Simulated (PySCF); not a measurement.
**Correlation energy of Cd²⁺ (cadmium, charge +2)**

[Kr] 4d9 5s1, high-spin 3D determinant (an excited configuration). Computed with PySCF 2.14 in ANO-RCC-VTZP, with scalar relativity by spin-free X2C-1e. Frozen: [Kr]; 10 electrons correlated.

```tsv
level	correlation energy (mhartree)
CCSD	-248.82
(T)	-6.10
CCSD(T)	-254.92
```

Diagnostics: T1 = 0.0070, D1 = 0.0241, largest double amplitude 0.018.

Is a single reference adequate?

Yes, within this model without spin-orbit coupling: T1 lies below 0.03 and no double amplitude reaches 0.07.
